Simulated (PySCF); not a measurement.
Spinor energies of Mn³⁺ (manganese, charge +3)

Start: [Ar] 3d3 4s1; 3d5/2 filled at m_j = +1/2, +3/2, +5/2; 4s1/2 filled at m_j = +1/2. Calculated with PySCF 2.14 in x2c-TZVPall-2c with one added diffuse shell each of s, p, d type (7s8p5d1f, 63 functions): generalised Hartree-Fock with the X2C-1e Hamiltonian and a Gaussian nucleus; one run each with spin-orbit coupling (SO) switched off, then screened by Boettger's factors. This is a chosen level, not necessarily the ground level.

```json
{"spinor shell": "1s1/2", "electrons": "2", "ε, spin-free (eV)": "-6646.1", "ε, screened SO (eV)": "-6646.0", "weight of nominal j (screened SO)": "1.000", "rms radius, screened SO (bohr)": "0.0703"}
{"spinor shell": "2s1/2", "electrons": "2", "ε, spin-free (eV)": "-852.82", "ε, screened SO (eV)": "-852.83", "weight of nominal j (screened SO)": "1.000", "rms radius, screened SO (bohr)": "0.302"}
{"spinor shell": "2p1/2", "electrons": "2", "ε, spin-free (eV)": "-726.19", "ε, screened SO (eV)": "-733.17", "weight of nominal j (screened SO)": "0.989", "rms radius, screened SO (bohr)": "0.271"}
{"spinor shell": "3s1/2", "electrons": "2", "ε, spin-free (eV)": "-151.27", "ε, screened SO (eV)": "-151.28", "weight of nominal j (screened SO)": "1.000", "rms radius, screened SO (bohr)": "0.893"}
{"spinor shell": "3p3/2", "electrons": "4", "ε, spin-free (eV)": "-112.29", "ε, screened SO (eV)": "-112.93", "weight of nominal j (screened SO)": "0.833", "rms radius, screened SO (bohr)": "0.948"}
{"spinor shell": "3p1/2", "electrons": "2", "ε, spin-free (eV)": "-112.29", "ε, screened SO (eV)": "-111.06", "weight of nominal j (screened SO)": "0.665", "rms radius, screened SO (bohr)": "0.945"}
{"spinor shell": "3d5/2", "electrons": "3", "ε, spin-free (eV)": "-61.846", "ε, screened SO (eV)": "-61.822", "weight of nominal j (screened SO)": "0.786", "rms radius, screened SO (bohr)": "1.07"}
{"spinor shell": "4s1/2", "electrons": "1", "ε, spin-free (eV)": "-36.235", "ε, screened SO (eV)": "-36.237", "weight of nominal j (screened SO)": "1.000", "rms radius, screened SO (bohr)": "2.64"}
```

Where does 2p3/2 lie, and what is the 2p spin-orbit splitting (screened SO)?

At -722.80 eV, 10.363 eV above 2p1/2.

```json
{"quantity": "E (hartree)", "spin-free": "-1154.88954", "screened SO": "-1154.90193"}
{"quantity": "M_J", "spin-free": "5", "screened SO": "5"}
{"quantity": "⟨J²⟩", "spin-free": "30.004", "screened SO": "30.004"}
{"quantity": "⟨L²⟩", "spin-free": "12.004", "screened SO": "12.013"}
{"quantity": "⟨S²⟩", "spin-free": "6.001", "screened SO": "5.997"}
```

Each row is a mean over spinors that exchange with the open shell spreads, by up to 13.044 eV (3p3/2).

Rows whose weight is well below 1 are mixtures of j = l ± 1/2: exchange outweighs spin-orbit coupling there, and the label is only the starting occupation.

Without spin-orbit coupling the j labels of p, d and f shells carry no meaning; the spin-free column gives the mean over the occupied spinors of each nl shell.
